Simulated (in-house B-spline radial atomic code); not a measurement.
A calculation on Tl3+: its settings, and results tabulated from the run. Computed with a radial B-spline atomic code at the basis-set limit: scalar-relativistic (X2C) PBE0, spin-polarised, spherical fractional occupations, exact exchange averaged over the configuration, Fermi nucleus of rms radius 5.4759 fm.

Command:
```bash
python run_scf.py task.json out
```
Settings (nuclear radius in fm, mass in u):
```
Z                81
configuration    [Xe] 4f14 5d10
hamiltonian      x2c
method           pbe0
spin_polarised   True
nucleus          fermi
rms_radius       5.4759
atomic_mass      204.97443
speed_of_light   137.035999084
exact_exchange   averaged over the configuration
```

Output (hartree, bohr):
```
 radial grid: 72 intervals, B-splines of order 8, outer radius 39.1892 bohr

 iter        energy (Eh)    residual
    1      -20246.005879    7.74e-01
    2      -20247.320768    7.00e-02
    3      -20247.460596    2.12e-02
    4      -20247.472009    8.89e-03
    5      -20247.472848    2.60e-03
    6      -20247.473027    7.23e-04
    7      -20247.473037    2.94e-05
    8      -20247.473037    1.10e-05
    9      -20247.473037    4.63e-07

 total energy                    -20247.47304
 kinetic                           23468.1217
 electron-nucleus                 -51104.4146
 Hartree                            7774.4720
 exact exchange                      -95.0086
 exchange-correlation               -290.6436

 orbital      occ     eigenvalue          <r>       <r^2>       <1/r>       r_max
 1s up      1.000     -3141.6903    0.0154586 0.000338516     111.087     0.00903
 1s down    1.000     -3141.6903    0.0154586 0.000338516     111.087     0.00903
 2s up      1.000      -561.6101    0.0678609  0.00551903     26.1643     0.05795
 2s down    1.000      -561.6101    0.0678609  0.00551903     26.1643     0.05795
 2p up      3.000      -485.5932    0.0616855  0.00467117     20.9567     0.04763
 2p down    3.000      -485.5932    0.0616855  0.00467117     20.9567     0.04763
 3s up      1.000      -135.5589     0.176926   0.0359541     9.37315       0.164
 3s down    1.000      -135.5589     0.176926   0.0359541     9.37315       0.164
 3p up      3.000      -113.4674     0.178292   0.0369826     8.00416      0.1634
 3p down    3.000      -113.4674     0.178292   0.0369826     8.00416      0.1634
 3d up      5.000       -89.4537     0.162403   0.0308836     7.38263      0.1333
 3d down    5.000       -89.4537     0.162403   0.0308836     7.38263      0.1333
 4s up      1.000       -31.4557     0.391638    0.173257     3.90734      0.3695
 4s down    1.000       -31.4557     0.391638    0.173257     3.90734      0.3695
 4p up      3.000       -24.1380     0.416274    0.197075     3.39671      0.3884
 4p down    3.000       -24.1380     0.416274    0.197075     3.39671      0.3884
 4d up      5.000       -15.2375     0.439643    0.223233     3.01599       0.396
 4d down    5.000       -15.2375     0.439643    0.223233     3.01599       0.396
 5s up      1.000        -6.0845     0.881868    0.871882     1.57891      0.8112
 5s down    1.000        -6.0845     0.881868    0.871882     1.57891      0.8112
 5p up      3.000        -4.0565      1.00639     1.14263     1.32747      0.9046
 5p down    3.000        -4.0565      1.00639     1.14263     1.32747      0.9046
 4f up      7.000        -5.5012     0.467304     0.26227     2.60506      0.3586
 4f down    7.000        -5.5012     0.467304     0.26227     2.60506      0.3586
 5d up      5.000        -1.7046      1.33703     2.06629    0.975562       1.111
 5d down    5.000        -1.7046      1.33703     2.06629    0.975562       1.111
```

Run time, properties included: 1.3 s on 1 thread of Arm Neoverse N1, with other jobs on the host.

One-electron X2C: radii and densities carry no picture-change correction, so inner-shell <1/r> comes out high (for 1s by about 2 % at Z = 33, 5 % at 54, 10 % at 75, 30 % at 118) and <r> low.
